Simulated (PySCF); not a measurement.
```xyz
7

B     -1.3165    -0.3162     0.1455
B     -0.0035    -1.0596     0.5038
B      1.3144    -0.3195     0.1566
C      0.0013     0.3982    -0.1892
H     -2.4542    -0.0384     0.0091
H      2.4539    -0.0444     0.0299
H      0.0046     1.3799    -0.6557
```

Charge 0, multiplicity 1.

### Question
Give the Mulliken and meta-Löwdin atomic charges from ωB97X-D3(BJ)/def2-TZVP // PBE0-D3(BJ)/def2-TZVP (PySCF 2.14.0).

### Answer

```csv
atom,Mulliken (e),meta-Löwdin (e)
B1,0.05,-0.03
B2,-0.20,-0.01
B3,0.05,-0.03
C4,-0.20,-0.19
H5,0.07,0.04
H6,0.07,0.04
H7,0.17,0.17
```
